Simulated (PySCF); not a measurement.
## Ag(2+) (silver, charge +2) across methods

[Kr] 4d8 5s1, high-spin 4F determinant (an excited configuration). Computed with PySCF 2.14 in aug-cc-pwCVDZ-PP with ECP28MDF (6s6p5d3f, 70 functions), with scalar relativity through the core potential. The B2PLYP total includes its PT2 part (frozen core); its orbital energies are those of the SCF part.

| method | E (hartree) | mean ε 4d α (eV) | mean ε 4d β (eV) | mean ε 5s α (eV) | Σ⟨r²⟩ (bohr²) | ⟨S²⟩ |
| --- | --- | --- | --- | --- | --- | --- |
| r2SCAN | -145.6112 | -34.351 | -32.516 | -23.547 | 30.80 | 3.751 |
| PBE | -145.5602 | -33.759 | -32.104 | -23.302 | 30.94 | 3.750 |
| HSE06 | -145.5522 | -35.656 | -33.884 | -23.731 | 30.88 | 3.751 |
| MN15 | -145.2207 | -36.623 | -34.928 | -24.825 | 31.14 | 3.751 |
| UHF | -144.82970 | -42.050 | -39.810 | -25.759 | 30.94 | 3.753 |
| r2SCAN0 | -145.5787 | -36.516 | -34.620 | -24.314 | 30.78 | 3.752 |
| PBE0 | -145.5545 | -36.085 | -34.301 | -24.072 | 30.87 | 3.751 |
| B2PLYP | -145.3915 | -38.258 | -36.396 | -24.736 | 30.91 | 3.752 |

(1) Estimate the same row for LDA.

Energies and moments cover only the electrons outside the core potential.

Results:

(1) E (hartree) = -145.2533; mean ε 4d α (eV) = -33.915; mean ε 4d β (eV) = -32.174; mean ε 5s α (eV) = -23.690; Σ⟨r²⟩ (bohr²) = 31.05; ⟨S²⟩ = 3.750.
